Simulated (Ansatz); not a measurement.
Two members of one family (Series SiCl2X2), computed with Ansatz in the gas phase. A negative affinity means that the extra electron isn't bound at that geometry and level; within about 0.2 eV of zero the sign isn't settled. Binding counts from free atoms in the multiplicity of their measured ground term, without zero-point energy. A dash marks a value that wasn't run or was left out as unsound. The structures are stationary points that may keep the symmetry of their start. Remarks come from the PBE and PBE0 runs and from stability tests at other levels; not every state was tested. A HOMO above zero means that the electron is unbound at that level and held by the basis, or that self-interaction error raises the level; the energy of removing that electron tells which. HOMO above LUMO (over both spins in singlets and doublets, within one spin in higher multiplets; at PBE or PBE0), or a gap under 0.15 eV within one spin, warns that the state may not be the lowest or that an electron is smeared out.

First: Si(NCS)2Cl2 (singlet, charge 0, r2SCAN-D4/def2-SVP geometry).

```xyz
9

Si   -0.617    0.581    0.163
N     0.101    0.306   -1.348
C     0.565    0.164   -2.450
S     1.174   -0.029   -3.882
N     0.072   -0.470    1.301
C     0.516   -1.184    2.165
S     1.100   -2.117    3.280
Cl   -2.624    0.234    0.039
Cl   -0.287    2.514    0.733
```

```tsv
level	HOMO (eV)	LUMO (eV)	gap (eV)	vertical EA (eV)	binding per atom (eV)
PBE-D4/def2-SVP	-6.70	-2.29	4.41	–	4.83
PBE-D4/def2-TZVP	-6.81	-2.51	4.30	–	4.81
PBE-D4/def2-TZVPD	-6.86	-2.59	4.27	0.57	4.81
PBE0-D4/def2-SVP	-7.91	-1.54	6.37	–	4.60
PBE0-D4/def2-TZVPD	-7.98	-1.77	6.21	0.42	4.60
```

Remarks: HOMO above zero (-1 doublet), gap within one spin near zero at PBE or PBE0 (-1 doublet).

Second: Si(OMe)2Cl2 (singlet, charge 0, r2SCAN-D4/def2-SVP geometry).

```xyz
13

Si    0.073   -0.062   -0.227
O     0.603    1.200    0.654
C     1.572    2.149    0.245
H     2.538    1.664    0.023
H     1.715    2.864    1.069
H     1.235    2.701   -0.650
O    -1.026   -0.845    0.681
C    -1.746   -2.004    0.300
H    -2.368   -1.809   -0.592
H    -2.403   -2.284    1.135
H    -1.064   -2.844    0.085
Cl    1.636   -1.312   -0.725
Cl   -0.766    0.582   -1.998
```

What does the change do? Estimate second minus first.


| level | Δ HOMO (eV) | Δ LUMO (eV) | Δ gap (eV) | Δ vertical EA (eV) | Δ binding per atom (eV) |
| --- | --- | --- | --- | --- | --- |
| PBE-D4/def2-SVP | -0.24 | 2.24 | 2.48 | – | -0.73 |
| PBE-D4/def2-TZVP | -0.32 | 2.01 | 2.33 | – | -0.72 |
| PBE-D4/def2-TZVPD | -0.33 | 1.69 | 2.02 | -1.11 | -0.72 |
| PBE0-D4/def2-SVP | -0.72 | 2.53 | 3.25 | – | -0.58 |
| PBE0-D4/def2-TZVPD | -0.79 | 1.64 | 2.43 | -1.14 | -0.58 |

Remarks: HOMO above zero (-1 doublet).
